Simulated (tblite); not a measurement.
C6H8BF3.
SMILES with atom numbers: `[CH2:1]=[C:2]1[CH2:3][C@H:4]1[BH:5][CH2:6][C:7]([F:8])([F:9])[F:10]` (hydrogens: H11, H12 on C1; H13, H14 on C3; H15 on C4; H16 on B5; H17, H18 on C6)

Computed with GFN2-xTB (tblite), gas phase: L-BFGS steps from a force-field or distance-geometry start until the largest atomic force falls under 0.01 eV/Å.

Geometry at step 3:
```
atom  x, y, z in Å
C1     -2.5712    0.8147   -0.7559
C2     -2.0056    0.0112    0.1186
C3     -1.9844   -1.1277    0.9975
C4     -0.7504   -0.2346    0.9118
B5      0.4389   -0.6333    0.0431
C6      1.4512    0.5161   -0.3462
C7      2.8969    0.1970   -0.1680
F8      3.1904   -0.0696    1.1151
F9      3.3171   -0.8506   -0.8757
F10     3.6710    1.2348   -0.5220
H11    -3.5756    0.6771   -1.1401
H12    -2.0574    1.6855   -1.1426
H13    -2.5272   -1.0699    1.9243
H14    -1.9138   -2.1221    0.5795
H15    -0.5996    0.4420    1.7456
H16     0.4453   -1.6288   -0.5618
H17     1.2684    1.4270    0.2186
H18     1.2972    0.7377   -1.4026
```

**Question.** What forces act on the atoms?

**Answer.** 
| atom | Fx (eV/Å) | Fy (eV/Å) | Fz (eV/Å) |
| --- | --- | --- | --- |
| C1 | 0.166 | -0.190 | 0.229 |
| C2 | -0.107 | 0.674 | -0.517 |
| C3 | 0.058 | -0.316 | 0.306 |
| C4 | -0.233 | -0.101 | -0.017 |
| B5 | -0.240 | 0.091 | -0.419 |
| C6 | -0.197 | 0.112 | 0.042 |
| C7 | -0.010 | 0.071 | 0.132 |
| F8 | 0.149 | -0.039 | 0.172 |
| F9 | 0.127 | -0.242 | -0.193 |
| F10 | 0.339 | 0.134 | -0.053 |
| H11 | 0.166 | -0.119 | 0.235 |
| H12 | 0.029 | -0.154 | 0.049 |
| H13 | -0.285 | -0.089 | 0.093 |
| H14 | -0.050 | 0.016 | -0.006 |
| H15 | -0.069 | 0.114 | -0.040 |
| H16 | 0.109 | -0.189 | 0.046 |
| H17 | 0.021 | 0.173 | 0.035 |
| H18 | 0.028 | 0.056 | -0.096 |

The largest, 0.86 eV/Å, acts on C2; the rms over all components is 0.196 eV/Å. The forces sum to zero within rounding, as they must for an isolated molecule in no field.

**Question.** Give the force on C2 in Eh/bohr and in nN.

**Answer.** 0.856 eV/Å ÷ 51.422 = 0.01665 Eh/bohr, and 0.856 eV/Å × 1.602 = 1.37 nN.

**Question.** How far is this geometry from the end of the optimisation?

**Answer.** 0.171 eV above it, and 0.814 Å rms away after alignment. The bonds farthest from their final lengths, with half the difference of the two atoms' forces along the bond (positive lengthens):

```
 bond  now (Å)  final (Å)  force along bond (eV/Å)
C3–C4    1.526      1.545                    -0.05
C6–C7    1.491      1.507                    +0.10
C7–F9    1.332      1.344                    +0.23
B5–C6    1.580      1.591                    -0.04
C1=C2    1.315      1.305                    -0.57
C2–C4    1.505      1.495                    +0.14
```

The angle farthest from its final value is C2–C4–B5, 113.1° against 117.8°.

Of the 6 listed bonds off by 0.010 Å or more, this force points towards the final length in 3.

What follows is the cost of the whole relaxation. Time: 1.3 s wall. Hardware: one thread, Arm Neoverse V1 (aarch64), shared host with 32 logical CPUs at a one-minute load of 16.
